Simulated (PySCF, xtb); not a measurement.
Te(Cl)(OSiH3) (ClH3OSiTe), SMILES [SiH3]O[Te]Cl. The values are those of a single conformer.

Harmonic wavenumbers (cm⁻¹) from GFN2-xTB run with xtb at its own minimum, in rising order: 40, 87, 121, 172, 363, 431, 613, 640, 730, 791, 818, 880, 2242, 2266, 2333.

Question: What does B3LYP-D3(BJ)/def2-SVP (PySCF) give at its own minimum? (An estimate is asked for; the answer gives what the named calculation found.)

Answer: 30, 70, 142, 184, 355, 488, 710, 726, 892, 942, 960, 987, 2219, 2239, 2249. Paired by order, the mean absolute difference is 67 cm⁻¹ and the zero-point energies are 17.9 and 18.9 kcal/mol.
